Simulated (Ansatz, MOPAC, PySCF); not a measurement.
Dimer: H4SeSi (SMILES [SiH3][SeH]) (first 6 atoms) with HF (SMILES F); geometry from B3LYP-D3(BJ)/def2-TZVP, rigid monomers moved along the line of their centres of mass till Se2···H8 is 2.71 Å.
(charge 0, multiplicity 1):
```xyz
8

Si     0.6140    -1.3546     0.8601
Se    -0.4734     0.6838     0.9874
H      0.0502    -2.1599    -0.2427
H      2.0175    -0.9959     0.5795
H      0.4886    -2.0777     2.1396
H     -1.7522     0.0804     1.3975
F      0.9636     0.7896     4.3171
H      0.5126     0.8991     3.4999
```

Counterpoise-corrected where a basis set is named; no monomer relaxation. Rows marked so take none.

Cores are frozen in the correlated methods. Filled d and f shells under p-block atoms count as core. CBS(a, b) extrapolates the correlation energy as X⁻³ and adds the Hartree–Fock energy of set b. Rows in 6-31G*, STO-3G carry no dispersion term and start afresh at each structure (6-31G* with six Cartesian d functions); the Pople sets are all-electron and without relativity. MP2/6-31G* freezes PySCF's default core, which leaves 3d correlated. The state reached by PM3, PM6, PM7 isn't checked; PM7 holds dispersion and hydrogen-bond terms.

Run with Ansatz (Gaussian basis) for Hartree–Fock, density functionals and correlated methods; MOPAC for PM3, PM6, PM7 (differences of heats of formation); PySCF for 6-31G* rows, STO-3G rows, the dispersion terms. Values without a source in brackets are computed.

Other levels give for the interaction energy: PBE/def2-TZVPPD -20.6; B3LYP/def2-TZVPPD -17.3; B3LYP-D3(BJ)/def2-TZVPPD -22.1; wB97M-V/def2-TZVPPD -19.9; CCSD(T)/CBS(def2-SVPD, def2-TZVPPD) -18.2 kJ/mol.

Common cheap choices:

```tsv
level	interaction energy (kJ/mol)	less -18.2 (CCSD(T)/CBS(def2-SVPD, def2-TZVPPD))
PM3	-19.5	-1.3
PM6	0.2	18.4
PM7	-4.6	13.6
HF/STO-3G (no counterpoise)	-10.4	7.8
B3LYP/6-31G* (no counterpoise)	-22.4	-4.2
M06-2X/6-31G* (no counterpoise)	-22.9	-4.7
MP2/6-31G*	-14.6	3.5
MP2/6-31G* (no counterpoise)	-21.5	-3.3
```

Ansatz is a quantum-chemistry and plane-wave program.
